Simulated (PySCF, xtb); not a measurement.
H2MoOS3, SMILES [OH][Mo](=[S])(=[S])[SH], multiplicity 1. The values are those of a single conformer.

Harmonic wavenumbers (cm⁻¹) from xtb with GFN2-xTB at its own minimum, in rising order: 107, 118, 136, 144, 148, 245, 316, 398, 500, 510, 534, 559, 614, 2335, 3573.

### Question
What does PySCF with B3LYP-D3(BJ)/def2-SVP give at its own minimum? (Estimate from the structure and the level; the computed values follow.)

### Answer
135, 144, 178, 180, 209, 296, 332, 393, 554, 565, 614, 646, 728, 2645, 3813. Paired by order, the mean absolute difference is 80 cm⁻¹ and the zero-point energies are 14.6 and 16.3 kcal/mol.
